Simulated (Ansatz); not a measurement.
beryllium atom (Be), singlet. Base run: HF/6-31G** (Ansatz, a first-principles code).

Here is a job for Ansatz.
Ansatz 0.2 input:
```yaml
crystal:
  periodic: [false, false, false]
  atoms:
    - {symbol: Be, position_ang: [0.00000000, 0.00000000, 0.00000000]}
basis:
  gaussian:
    orbitals: 6-31G__.json
hamiltonian:
  xc: hf
```
The basis file holds 6-31G** in the JSON format of the Basis Set Exchange.

Each row names what was changed in the base input (with any setting that the change needs).

```tsv
change	E (Eh)
base	-14.56694
functional = B97M-V	-14.68264
functional = r2scan	…
functional = blyp	-14.65632
functional = wB97X	-14.65851
functional = BHLYP	…
functional = pbe; dispersion = d4	-14.62546
functional = pbe0	-14.63230
functional = revpbe	…
functional = SVWN5	…
functional = pbe0; dispersion = d3bj	-14.63230
functional = pbe; dispersion = d3bjatm	-14.62546
functional = blyp; dispersion = d4	-14.65632
```

Question: What belongs in the gaps?

Answer: 
- functional = r2scan, E (Eh): -14.64419
- functional = BHLYP, E (Eh): -14.65898
- functional = revpbe, E (Eh): -14.65991
- functional = SVWN5, E (Eh): -14.44203

Total energies compare only within one method and basis.
